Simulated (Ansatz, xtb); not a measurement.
# C4H7F2NO: which of two isomers lies lower

Structure a: `NC(=O)CCC(F)F`, a singlet. Structure b: `CNC(=O)CC(F)F`, a singlet. Both are isolated molecules in the gas phase, relaxed with PBE0-D3(BJ)/def2-SVP, each in the lowest conformer that the search found.

Task: Estimate E(b) − E(a) at the level CCSD(T)/def2-SVP + ΔMP2/def2-TZVPP.

Result: Calculated at CCSD(T)/def2-SVP + ΔMP2/def2-TZVPP: E(b) − E(a) = +7.0 kcal/mol, so structure a lies lower.

Level by level:

| level | geometry | E(b) − E(a) (kcal/mol) | departure from the last row (kcal/mol) | job, with rough time for the two |
| --- | --- | --- | --- | --- |
| GFN2-xTB | GFN2-xTB | +0.1 | −6.9 | optimisation, 0.26 s |
| HF/STO-3G | GFN2-xTB | +2.2 | −4.8 | single point, 0.46 s |
| r2SCAN-D4/def2-SVP | GFN2-xTB | +6.2 | −0.8 | single point, 4.4 s |
| PBE0-D3(BJ)/def2-SVP | PBE0-D3(BJ)/def2-SVP | +6.0 | −1.0 | optimisation, 44 s |
| HF/def2-SVP | PBE0-D3(BJ)/def2-SVP | +6.1 | −0.9 | part of the CCSD(T) run |
| MP2/def2-SVP | PBE0-D3(BJ)/def2-SVP | +6.6 | −0.4 | part of the CCSD(T) run |
| CCSD(T)/def2-SVP | PBE0-D3(BJ)/def2-SVP | +6.1 | −0.9 | single point |
| CCSD(T)/def2-SVP + ΔMP2/def2-TZVPP | PBE0-D3(BJ)/def2-SVP | +7.0 |  | single point, 2.4 min |

As drawn, b has 1 C–N, 1 C–H in place of 1 C–C, 1 N–H.

GFN2-xTB finds them nearly level. The largest departure from CCSD(T)/def2-SVP + ΔMP2/def2-TZVPP is that of GFN2-xTB, 6.9 kcal/mol. The last row adds to CCSD(T) the change of the MP2 difference between the two basis sets, here +0.9 kcal/mol.

With thermal terms from frequencies at re-optimised GFN2-xTB minima (ideal gas, soft modes damped towards free rotors, one conformer each, 298.15 K, 1 atm): the zero-point term adds −0.3 kcal/mol; ΔH is +6.9 and ΔG +6.2 kcal/mol.

The correlated steps freeze 8 core orbitals. Programs: Ansatz 0.2.0, xtb 6.7.1; the last row on 4 threads of Arm Neoverse V1 on a shared host.
